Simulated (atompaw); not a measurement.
Cutoff test, arsenic, PAW (atompaw)

atompaw 4.2.0.5 input, output lines left out:

```
As 33
GGA-PBE scalarrelativistic loggrid 1500 logderivrange -3 5 201
4 4 3 0 0 0
4 1 3
0 0 0
c
c
c
v
c
c
v
c
1
2.30 2.20 2.05 2.10
y
0.45
n
y
0.6
n
custom polynom2 7 10 vanderbiltortho besselshape
2 1 troulliermartins
2.30
2.30
2.30
2.30
```

The pseudo-atom Hamiltonian at the reference potential is diagonalised in spherical Bessel functions j_l(qr) that vanish at 20 bohr, with q² up to the cutoff. All-electron valence levels (Ry): 4s -1.0653, 4p -0.3818.

How do the lowest levels (Ry) of each channel move with the cutoff, and are there ghosts?

```
cutoff (Ry)     s #1     p #1    d #1    f #1  Σ f·Δε (mRy)
          8  -1.0640  -0.3802  0.0606  0.1125           7.6
         10  -1.0647  -0.3802  0.0606  0.1125           6.0
         12  -1.0651  -0.3806  0.0606  0.1125           4.1
         15  -1.0653  -0.3814  0.0606  0.1125           1.3
         18  -1.0653  -0.3817  0.0606  0.1125           0.4
         21  -1.0653  -0.3818  0.0606  0.1125           0.1
         25  -1.0653  -0.3818  0.0606  0.1125           0.0
        400  -1.0653  -0.3818  0.0605  0.1125           0.0
```

Result: no extra level below or beside the all-electron valence levels (s, p, d, f tested); 10 mRy is reached at 8 Ry and 1 mRy at 18 Ry.
